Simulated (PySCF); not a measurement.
H₃InO₂. Atoms are numbered in the order given.

```xyz
6

In    -0.2983     0.0032     0.0000
H     -1.9956    -0.0200     0.0000
O      0.8182     1.6489     0.0000
H      1.7570     1.4298     0.0000
O      0.9703    -1.5437     0.0000
H      0.5463    -2.4078     0.0000
```

Coordinates come from a B3LYP-D3(BJ)/def2-TZVP optimisation. The def2 effective core potentials stand for the cores of In; spin–orbit coupling is left out. One conformer was computed; it need not be the lowest.

All values below come from TDA-M06-2X/def2-SVPD run with PySCF 2.14.0.

Vertical excitations.  State labels are in the subgroup Cs.

| state | symmetry | energy (eV) | λ (nm) | f | main pairs |
|---|---|---|---|---|---|
| S1 | A" | 6.06 | 204 | 0.000 | HOMO→LUMO+1 82 % |
| S2 | A' | 6.35 | 195 | 0.009 | HOMO→LUMO 66 %, HOMO−1→LUMO+1 13 %, HOMO−3→LUMO+1 12 % |
| S3 | A" | 6.45 | 192 | 0.002 | HOMO−1→LUMO 90 % |
| S4 | A" | 6.58 | 188 | 0.099 | HOMO−2→LUMO+1 68 %, HOMO→LUMO+2 12 % |
| S5 | A" | 6.68 | 186 | 0.002 | HOMO−3→LUMO 96 % |
| S6 | A' | 6.79 | 183 | 0.022 | HOMO−2→LUMO 55 %, HOMO−1→LUMO+1 21 %, HOMO−3→LUMO+1 9 % |
| S7 | A' | 7.39 | 168 | 0.227 | HOMO−1→LUMO+1 40 %, HOMO→LUMO 22 %, HOMO−3→LUMO+1 21 % |
| S8 | A' | 7.71 | 161 | 0.264 | HOMO−3→LUMO+1 35 %, HOMO−2→LUMO 32 %, HOMO−1→LUMO+1 14 % |
| S9 | A" | 7.86 | 158 | 0.001 | HOMO→LUMO+2 58 %, HOMO−2→LUMO+2 21 % |
| S10 | A' | 8.03 | 154 | 0.092 | HOMO−1→LUMO+2 86 % |
| T1 | A" | 5.68 | 218 | 0 | HOMO→LUMO+1 76 % |
| T2 | A' | 5.76 | 215 | 0 | HOMO−1→LUMO+1 60 %, HOMO→LUMO 21 % |
| T3 | A' | 5.86 | 212 | 0 | HOMO→LUMO 61 %, HOMO−1→LUMO+1 14 %, HOMO−3→LUMO+1 13 % |
| T4 | A" | 6.04 | 205 | 0 | HOMO−2→LUMO+1 44 %, HOMO−1→LUMO 32 %, HOMO→LUMO+2 9 % |
Triplets are in the Tamm–Dancoff approximation.
